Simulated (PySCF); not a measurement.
Isomers of C6H5F3NP.

All values: PBE0/pcSseg-1 (PySCF) at GFN2-xTB geometries, gas phase, one conformer each.

Question: Rank by dipole moment, highest first.
A. `[CH3:1][C:2]#[C:3][P:4]([CH2:5][C:6]#[N:7])[C:8]([F:9])([F:10])[F:11]` with C3–P4–C5–C6 171°
B. `Cc1cpc(C(F)(F)F)cn1`
C. `Cc1pccnc1C(F)(F)F`
D. `CC1=NC(C(F)(F)F)=PC=C1`
E. `CC1=PC=NC(C(F)(F)F)=C1`
F. `Cc1ncc(C(F)(F)F)cp1`

Answer: A (6.40 D), D (4.76 D), E (3.59 D), B (3.25 D), C (3.02 D), F (1.92 D).

Question: Rank by LUMO energy, lowest first.
A. `Cc1ncc(C(F)(F)F)pc1`
B. `[CH3:1][C:2]#[C:3][P:4]([CH2:5][C:6]#[N:7])[C:8]([F:9])([F:10])[F:11]` with C3–P4–C5–C6 171°
C. `Cc1ccpc(C(F)(F)F)n1`

Answer: A (-2.51 eV), C (-2.24 eV), B (-1.05 eV).

All values together:

| SMILES | μ (D) | HOMO (eV) | LUMO (eV) | lowest IAO charge (e) | highest IAO charge (e) | lowest Hirshfeld charge (e) | highest Hirshfeld charge (e) |
| --- | --- | --- | --- | --- | --- | --- | --- |
| CC#CP(CC#N)C(F)(F)F | 6.40 | -7.79 | -1.05 | -0.477 (C) | +0.633 (C) | -0.218 (N) | +0.211 (C) |
| Cc1cc(C(F)(F)F)ncp1 | 3.59 | -7.65 | -2.40 | -0.426 (C) | +0.800 (C) | -0.147 (N) | +0.254 (C) |
| Cc1cpc(C(F)(F)F)cn1 | 3.25 | -7.88 | -2.51 | -0.437 (C) | +0.805 (C) | -0.145 (N) | +0.248 (C) |
| Cc1ncc(C(F)(F)F)cp1 | 1.92 | -7.46 | -2.34 | -0.436 (C) | +0.804 (C) | -0.141 (N) | +0.260 (C) |
| Cc1pccnc1C(F)(F)F | 3.02 | -7.96 | -2.46 | -0.433 (C) | +0.796 (C) | -0.149 (N) | +0.257 (C) |
| Cc1ccpc(C(F)(F)F)n1 | 4.76 | -7.65 | -2.24 | -0.437 (C) | +0.802 (C) | -0.140 (N) | +0.242 (C) |

Conformers: `[CH3:1][C:2]#[C:3][P:4]([CH2:5][C:6]#[N:7])[C:8]([F:9])([F:10])[F:11]` with C3–P4–C5–C6 171°.
